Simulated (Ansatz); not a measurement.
Gas-phase electronic energies from Ansatz, PBE0-D4/def2-TZVP geometries. CBS: MP2 limit from def2 TZ/QZ plus the TZ coupled-cluster correction, frozen cores. This one scheme is used for every species. Functionals use def2-TZVPP. Elements past krypton have def2 core potentials. For In outer-core shells are correlated without core-valence functions, which leaves a few kJ/mol of doubt a bond. Each species was taken in one conformer, which may not be the lowest.

Consider the formal hydrolysis of the In–O bond: `[SiH3][O][InH][Cl]` + H₂O → `[OH][InH][Cl]` + silanol.

Q: Is it downhill or uphill in electronic energy at CCSD(T)/CBS, and by how much? (An estimate is asked.)

A: The calculation gave: Uphill: ΔE = +20.1 kJ/mol.

Q: What do these levels give: PBE-D4, revPBE-D4, r2SCAN-D4, r2SCANh-D4, CAM-B3LYP-D4, r2SCANh, RPA@PBE/def2-TZVPP, CCSD/def2-TZVPP, CCSD(T)/def2-TZVPP, HF/def2-QZVPP, SCS-MP2/def2-QZVPP, HF/CBS(def2)? (Estimate.)

A: Computed: PBE-D4 9.4, revPBE-D4 10.1, r2SCAN-D4 12.1, r2SCANh-D4 13.5, CAM-B3LYP-D4 14.2, r2SCANh 12.2, RPA@PBE/def2-TZVPP 17.5, CCSD/def2-TZVPP 18.7, CCSD(T)/def2-TZVPP 18.6, HF/def2-QZVPP 19.7, SCS-MP2/def2-QZVPP 19.3, HF/CBS(def2) 19.9 kJ/mol.

Largest T1 diagnostic among the species: 0.015.

From r2SCAN to r2SCAN0 (25 % exact exchange), in def2-TZVPP and without D4, ΔE moves by +3.0 kJ/mol. The D4 term adds +6.8 kJ/mol with B3LYP and +4.0 kJ/mol with PBE0; it sums over pairs of atoms, weighted by their polarisabilities, and B3LYP, whose exchange is more repulsive, gets the larger term. Leaving LDA and LC-ωPBE aside and taking each functional with its dispersion term where it has one, the values, not all of them listed here, spread over 11.4 kJ/mol, from PBE-D4 to BHLYP-D4.

B3LYP here is the variant with VWN-RPA as its local correlation; programs differ in this.
